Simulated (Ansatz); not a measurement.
Born–Oppenheimer molecular dynamics of CH5B2N (9 atoms, charge 0, multiplicity 1). It starts from a relaxed structure.

These are results of Ansatz 0.2.0, RKS revPBE-D4/def2-SVP, not measurements.

| Quantity | Value |
| --- | --- |
| ensemble | NVT, Nosé–Hoover chain |
| time step | 0.5 fs |
| steps asked | 111 |
| set temperature | 700 K |
| thermostat | time constant 20 fs, chain length 5 |
| seed | 506840 |

First frame:

```xyz
9
Properties=species:S:1:pos:R:3
B 0.786 1.343 -0.919
C -0.189 0.109 -0.852
N -0.360 -0.557 0.227
B -0.520 -1.243 1.383
H 0.940 1.938 -1.967
H 1.375 1.679 0.088
H -0.759 -0.224 -1.751
H 0.214 -2.190 1.615
H -1.398 -0.901 2.158
```

Q: How far do the bonds stretch over the last three quarters of this one trajectory? (Pairs bonded in most of those frames.)

A: 
```tsv
bond	mean (Å)	spread (Å)	shortest	longest
B1–C2	1.585	0.034	1.52	1.63
B1–H5	1.251	0.112	1.07	1.42
B1–H6	1.223	0.050	1.15	1.30
C2–N3	1.284	0.043	1.22	1.35
C2–H7	1.121	0.036	1.06	1.17
N3–B4	1.367	0.032	1.31	1.43
B4–H8	1.225	0.027	1.18	1.27
B4–H9	1.231	0.055	1.15	1.31
```

Mean temperature of the second half: 582 K. The conserved energy stayed within 1 meV per atom of its start (net change 0.2 meV per atom), so the integration is sound. The mean temperature of the second half is 17 % below the set value. A run of 0.056 ps of so small a system gives no equilibrium averages.

The run took 12 min on 1 thread of Intel(R) Xeon(R) Processor @ 2.50GHz (Skylake/Cascade Lake) (shared host), peak memory 0.25 GiB.
